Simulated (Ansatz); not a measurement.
Consider the homolysis of the Ge–O bond: `C[O][GeH2][OH]` → `[OH][GeH2]`• + `C[O]`•.

Program: Ansatz. Geometries: PBE0-D4/def2-TZVP. ΔE: electronic, gas phase. CCSD(T)/CBS is the MP2 limit (def2-TZVPP, def2-QZVPP) plus CCSD(T) − MP2 in def2-TZVPP, frozen cores. Functionals use def2-TZVPP. B3LYP here is the variant with VWN-RPA as its local correlation; programs differ in this. No spin–orbit coupling; open shells (•) take unrestricted orbitals. For Ge outer-core shells are correlated without core-valence functions, which leaves a few kJ/mol of doubt a bond. Scalar relativity is left out up to krypton. Each species was taken in one conformer, which may not be the lowest.

`C[O][GeH2][OH]`:

Z-matrix (Å, degrees):
```
C
O 1 1.407
H 1 1.098 2 112.0
H 1 1.092 2 108.1 3 -118.9
H 1 1.099 2 112.4 3 122.1
Ge 2 1.776 1 119.4 3 -72.7
O 6 1.764 2 105.5 1 -162.4
H 6 1.545 2 107.2 1 -42.3
H 6 1.534 2 112.1 1 83.2
H 7 0.960 6 112.2 2 49.5
```

`[OH][GeH2]`•:

Cartesian coordinates in Å:
```
O 0.633 -0.071 1.030
Ge -0.651 0.007 -0.210
H 1.068 0.775 1.162
H -0.945 -1.477 -0.527
H -0.105 0.766 -1.455
```

`C[O]`•:

```xyz
5

C    -0.021   -0.030    0.039
O    -0.547    0.868   -0.828
H     1.060   -0.073   -0.203
H    -0.407   -1.051   -0.099
H    -0.086    0.286    1.091
```

| level | ΔE (eV) |
| --- | --- |
| B3LYP-D4 | 3.86 |
| CAM-B3LYP | 3.93 |
| CCSD/def2-SVP | 3.98 |
| HF/def2-TZVPP | 2.88 |

What does CCSD(T)/CBS give? (Estimate.)

Computed: +4.34 eV. The listed levels differ from it by -0.48, -0.41, -0.36, -1.46 eV.

Largest T1 diagnostic among the species: 0.019.

In def2-TZVPP, CCSD(T) changes the Hartree–Fock value by +1.33 eV (the triples alone add +0.10 eV) and MP2 by +1.71 eV; breaking electron pairs costs correlation energy, which Hartree–Fock lacks. At CCSD(T), def2-SVP lies −0.30 eV from the extrapolated value and def2-TZVPP −0.13 eV: correlation converges slowly with the basis, and small sets miss more of it in the bonded molecule than in its fragments.
